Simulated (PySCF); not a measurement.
# Two-component Hartree-Fock for Ni⁻ (nickel, charge -1)

Start: [Ar] 3d9 4s2; 3d3/2 filled at m_j = -3/2, -1/2, +1/2, +3/2; 3d5/2 filled at m_j = -3/2, -1/2, +1/2, +3/2, +5/2. Calculated with PySCF 2.14 in x2c-SVPall-2c with one added diffuse shell each of s, d type (6s5p4d1f, 48 functions): generalised Hartree-Fock with the X2C-1e Hamiltonian and a Gaussian nucleus; one run each with spin-orbit coupling (SO) switched off, then screened by Boettger's factors.

```csv
spinor shell,electrons,"ε, spin-free (eV)","ε, screened SO (eV)",weight of nominal j (screened SO),"rms radius, screened SO (bohr)"
1s1/2,2,-8388.5,-8388.4,1.000,0.0625
2s1/2,2,-1038.6,-1038.5,1.000,0.265
2p1/2,2,-888.23,-900.51,0.999,0.236
3s1/2,2,-124.68,-124.67,1.000,0.799
3p1/2,2,-78.832,-81.468,0.943,0.850
3p3/2,4,-78.832,-77.522,0.971,0.857
3d3/2,4,-6.845,-7.446,0.794,1.23
3d5/2,5,-6.845,-6.371,0.835,1.27
4s1/2,2,-0.567,-0.567,1.000,5.16
```

(1) Where does 2p3/2 lie, and what is the 2p spin-orbit splitting (screened SO)?

| quantity | spin-free | screened SO |
| --- | --- | --- |
| E (hartree) | -1518.78045 | -1518.80832 |
| M_J | 5/2 | 5/2 |
| ⟨J²⟩ | 8.788 | 8.789 |
| ⟨L²⟩ | 6.011 | 6.013 |
| ⟨S²⟩ | 0.777 | 0.779 |

The basis lacks diffuse functions for the outer shell of this anion, so its levels lie too high.

Each row is a mean over spinors that exchange with the open shell spreads, by up to 6.716 eV (3p3/2).

Rows whose weight is well below 1 are mixtures of j = l ± 1/2: exchange outweighs spin-orbit coupling there, and the label is only the starting occupation.

Without spin-orbit coupling the j labels of p, d and f shells carry no meaning; the spin-free column gives the mean over the occupied spinors of each nl shell.

Answers

(1) At -882.19 eV, 18.317 eV above 2p1/2.
